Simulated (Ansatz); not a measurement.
C2H6In (SMILES C[In]C): the energy to break a bond

C2H6In has 9 atoms, charge 0, and is taken as a doublet. As SMILES, `C[In]C`. Geometry: optimised at wB97X-V/def2-SVP.

| atom | x (Å) | y (Å) | z (Å) |
| --- | --- | --- | --- |
| C | 0.4570 | 1.8147 | 0.1786 |
| In | 0.2802 | 0.0508 | -1.1241 |
| C | -0.4489 | -1.8132 | -0.2111 |
| H | -0.5321 | 2.0430 | 0.6118 |
| H | 0.8261 | 2.7011 | -0.3579 |
| H | 1.1486 | 1.5826 | 1.0069 |
| H | -1.4528 | -1.6378 | 0.2128 |
| H | -0.5045 | -2.6430 | -0.9310 |
| H | 0.2264 | -2.0983 | 0.6140 |

Wanted: the dissociation energy of the In2–C1 bond into singlet CH3In and doublet CH3 (shapes relaxed at wB97X-V/def2-SVP, no zero-point term). 1 Eh = 2625.50 kJ/mol = 27.2114 eV. Totals in Eh; open shells run unrestricted unless said.

| level | program | C2H6In | singlet CH3In | doublet CH3 |
| --- | --- | --- | --- | --- |
| UHF/def2-TZVP (core potential) | Ansatz | -268.431503 | -228.830851 | -39.576956 |
| U-r2SCAN/def2-TZVP (core potential) | Ansatz | -269.964653 | -230.092772 | -39.827591 |
| UPBE0-D4/def2-TZVP (core potential) | Ansatz | -269.847740 | -230.001804 | -39.799220 |

Question: Work out the dissociation energy at each level.

Answer: 
1. UHF/def2-TZVP (core potential): (-228.830851) + (-39.576956) − (-268.431503) = 0.023696 Eh = 62.2 kJ/mol = 0.64 eV.
2. U-r2SCAN/def2-TZVP (core potential): (-230.092772) + (-39.827591) − (-269.964653) = 0.044290 Eh = 116.3 kJ/mol = 1.21 eV.
3. UPBE0-D4/def2-TZVP (core potential): (-230.001804) + (-39.799220) − (-269.847740) = 0.046716 Eh = 122.7 kJ/mol = 1.27 eV.

The levels span 62 to 123 kJ/mol; no measured value is set beside them. Hartree–Fock lacks the correlation of the electrons that are unpaired, so it comes out low. A fragment with an even electron count was run as a singlet and may have a lower triplet. A bond enthalpy at 298 K also holds the loss of zero-point energy and thermal terms.
